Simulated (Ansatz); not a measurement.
A structure relaxed at r2SCAN-D4/def2-SVP in Ansatz, charge 0, singlet:

```xyz
6

Zn   -0.700    1.726    1.187
Zn    0.915   -1.643   -0.654
Zn    0.790   -0.211    1.246
O     0.680    0.470   -0.909
O    -0.730    0.429   -0.794
O    -0.954   -0.770   -0.076
```

(1) Give its formula and point group.

(2) Summarise the bond lengths by kind (pairs closer than 1.2 times the sum of covalent radii, bridged metal pairs left out).

Answers

(1) the cluster Zn3O3. Point group Cs (tolerance 0.1 Å).

(2) 2 × Zn–Zn 2.38 to 2.44 Å; 2 × O–O 1.42 Å; 2 × O–Zn 2.14 Å.

The structure holds 2 bonds between oxygen atoms, so isomers without such links may lie far lower. The restricted singlet is unstable towards broken spin symmetry in Hartree–Fock (as tested in another run); at r2SCAN-D4/def2-SVP this wasn't settled. Another isomer (singlet) lies 6.24 eV lower at PBE0-D4/def2-TZVP; other spin states weren't run for this one.
